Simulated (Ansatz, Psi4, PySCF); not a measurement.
C2H4Cl, doublet, at a GFN2-xTB geometry. Base run: R2SCAN/STO-3G in PySCF.

Input for PySCF:
```python
from pyscf import gto, scf, dft

mol = gto.Mole()
mol.atom = '''
    C     0.046773    0.704712   -0.204543
    C     1.515152    0.668228   -0.062843
    Cl   -0.860444   -0.685773    0.147169
    H    -0.450456    1.441492   -0.808442
    H     1.902369    1.683393    0.001158
    H     1.804676    0.114343    0.829105
    H     1.999405    0.181265   -0.919381
'''
mol.basis = 'sto-3g'
mol.charge = 0
mol.spin = 1
mol.verbose = 4
mol.build()

mf = dft.UKS(mol)
mf.xc = 'r2scan'
mf.kernel()
```

The same geometry, method and basis name were run in Ansatz (a program for electronic structure) and Psi4 and PySCF, at each program's defaults and at the settings that a row names. The base is PySCF at its defaults. Differences at the defaults can come from grids, fitting, cores and function types together.

```csv
code and settings,ΔE vs base (µEh),basis functions,E (Eh),SCF cycles,dipole (D)
"PySCF, defaults (exact integrals, its default grid, spherical functions)",0.0,23,-532.74386,9,1.75
"Psi4, defaults (density fitting with its default set, its default grid, spherical functions)",-1016,23,-532.74487,8,1.75
"Ansatz, defaults (factorised integrals, its default grid, spherical functions)",139,23,-532.74372,-,-
"PySCF, density fitting with def2-universal-jkfit",-1455,23,-532.74531,9,1.75
"PySCF, fine grid",155,23,-532.74370,9,1.75
"Psi4, exact integrals, spherical functions, fine grid",254,23,-532.74360,11,1.75
"Ansatz, high accuracy",139,23,-532.74372,-,-
```

Open shells are given as the SCF converged; they aren't shown to be the lowest states, and a large step between rows can be another state.
